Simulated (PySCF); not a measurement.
Gas-phase equilibrium of 1 mol GeF₄, 33 mol H₂ at 1400 K and 10.0 bar, among 16 species (GeH₄, Ge₂H₆, F₂, GeF₂, GeF₃, F, H, GeH₃F, GeHF₃, HF, H₂, Ge₃H₈, GeH₃, GeH₂F₂, GeH₂, GeF₄). Only gases are allowed; each row takes one source of thermochemistry for all species, and Cantera finds the minimum.

Computed with PySCF and rigid-rotor harmonic-oscillator thermochemistry at 1 bar. † marks an energy on the PBE0/def2-TZVP geometry and frequencies; other levels use their own. MP2 freezes the core. 6-31G* has spherical d functions here. Open shells (unrestricted) among the columns below: H (multiplicity 2); the rest are closed-shell singlets. B3LYP is the form with VWN-RPA correlation. Ge: all electrons, no relativistic terms. GeHF₃, GeH₂F₂: computed as isolated molecules; such fragments, hydroxides, amides, oligomers or adducts are transient or little studied in the gas. MP2 isn't extrapolated to the basis-set limit. The harmonic model lacks anharmonicity and excited electronic states, which grow with temperature; levels with a mode under 35 cm⁻¹ are left out.

Molecules larger than those listed are left out, and so are free Ge atoms, whose spin-orbit terms are large. Also missing: (HF)n, which can matter at low temperature or high pressure. Table species left out: H2F2, H3F3, H4F4.

Mole fractions:

```json
[
 {"thermochemistry": "B3LYP/6-31G*", "x H₂": "0.91", "x HF": "0.057", "x GeF₂": "0.029", "x H": "1.5e-6", "x GeHF₃": "7.2e-6", "x GeH₂F₂": "1.7e-7", "x GeF₄": "1.1e-5", "x GeH₃F": "1.6e-9"},
 {"thermochemistry": "HF/def2-TZVP†", "x H₂": "0.91", "x HF": "0.057", "x GeF₂": "0.029", "x H": "0.00017", "x GeHF₃": "2.0e-5", "x GeH₂F₂": "1.4e-5", "x GeF₄": "1.5e-6", "x GeH₃F": "3.7e-6"},
 {"thermochemistry": "M06-2X/def2-TZVP†", "x H₂": "0.91", "x HF": "0.057", "x GeF₂": "0.029", "x H": "2.0e-6", "x GeHF₃": "2.1e-5", "x GeH₂F₂": "2.9e-6", "x GeF₄": "6.5e-6", "x GeH₃F": "1.4e-7"},
 {"thermochemistry": "MP2/def2-SVP†", "x H₂": "0.91", "x HF": "0.057", "x GeF₂": "0.029", "x H": "1.1e-5", "x GeHF₃": "3.9e-5", "x GeH₂F₂": "1.6e-5", "x GeF₄": "4.7e-6", "x GeH₃F": "3.0e-6"},
 {"thermochemistry": "MP2/def2-TZVPP†", "x H₂": "0.91", "x HF": "0.057", "x GeF₂": "0.029", "x H": "4.5e-6", "x GeHF₃": "1.1e-5", "x GeH₂F₂": "7.5e-6", "x GeF₄": "7.9e-7", "x GeH₃F": "2.2e-6"},
 {"thermochemistry": "PBE0/def2-TZVP", "x H₂": "0.91", "x HF": "0.057", "x GeF₂": "0.029", "x H": "4.0e-6", "x GeHF₃": "2.3e-6", "x GeH₂F₂": "2.6e-6", "x GeF₄": "8.6e-8", "x GeH₃F": "1.1e-6"}
]
```
The most sensitive of these is GeH₃F: it spans a factor of 10^3.4 over these rows; at this temperature one factor of ten is RT ln 10 = 27 kJ/mol.
